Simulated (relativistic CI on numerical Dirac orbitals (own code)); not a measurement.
Ligand-field terms of d8

Computed with a parametric ligand-field model of a d^n configuration (Racah B and C, spin-orbit zeta, crystal field), exact diagonalisation.

Field parameters in Wybourne normalisation: Oh B⁴₀ = 21Dq, B⁴₄ = √(5/14) B⁴₀; Td as Oh with Dq negative (B⁴₀ = 21Dq, B⁴₄ = √(5/14) B⁴₀). The field is a parameter set, without covalency.

Q: A d8 ion in Oh symmetry has the ground term 3A2 and bands at 1E 10795 cm⁻¹ (926 nm), 3T2 16600 cm⁻¹ (602 nm), 1A1 19248 cm⁻¹ (520 nm), 3T1 23058 cm⁻¹ (434 nm), 1T2 27259 cm⁻¹ (367 nm), 3T1 36342 cm⁻¹ (275 nm). Which parameters reproduce them?

A: B = 640, C = 2910, ζ = 0 cm⁻¹, Oh, 10Dq = 16600 cm⁻¹.

Q: Ground term and bands for B = 1040, C = 5330, ζ = 0 cm⁻¹, Oh, 10Dq = 21100 cm⁻¹?

A: Ground term 3A2 with 2.00 electrons in the two orbitals of the cubic e set. Spin-allowed: 3T2 21100 cm⁻¹ (474 nm), 3T1 30883 cm⁻¹ (324 nm), 3T1 48017 cm⁻¹ (208 nm). Lowest spin-forbidden: 1E 18682 cm⁻¹ (535 nm), 1A1 32028 cm⁻¹ (312 nm), 1T2 39509 cm⁻¹ (253 nm). With an A2 ground term the first spin-allowed band lies at |10Dq| itself.

Q: Ground term and bands for B = 680, C = 3360, ζ = 0 cm⁻¹, Oh, 10Dq = 27550 cm⁻¹?

A: Ground term 3A2 with 2.00 electrons in the two orbitals of the cubic e set. Spin-allowed: 3T2 27550 cm⁻¹ (363 nm), 3T1 34960 cm⁻¹ (286 nm), 3T1 57890 cm⁻¹ (173 nm). Lowest spin-forbidden: 1E 12061 cm⁻¹ (829 nm), 1A1 22163 cm⁻¹ (451 nm), 1T2 39515 cm⁻¹ (253 nm). With an A2 ground term the first spin-allowed band lies at |10Dq| itself.

Q: Ground term and bands for B = 490, C = 1990, ζ = 0 cm⁻¹, Td, 10Dq = -10850 cm⁻¹?

A: Ground term 3T1 with 3.97 electrons in the two orbitals of the cubic e set. Spin-allowed: 3T2 9927 cm⁻¹ (1007 nm), 3T1 16354 cm⁻¹ (611 nm), 3A2 20777 cm⁻¹ (481 nm). Lowest spin-forbidden: 1T2 7196 cm⁻¹ (1390 nm), 1E 7332 cm⁻¹ (1364 nm), 1A1 15353 cm⁻¹ (651 nm).

Q: A d8 ion in Td symmetry has the ground term 3T1 and bands at 3T2 3173 cm⁻¹ (3152 nm), 3A2 6973 cm⁻¹ (1434 nm), 1T2 14256 cm⁻¹ (701 nm), 1E 15108 cm⁻¹ (662 nm), 3T1 17545 cm⁻¹ (570 nm), 1T2 21729 cm⁻¹ (460 nm). Which parameters reproduce them?

A: B = 1000, C = 4110, ζ = 0 cm⁻¹, Td, 10Dq = -3800 cm⁻¹.
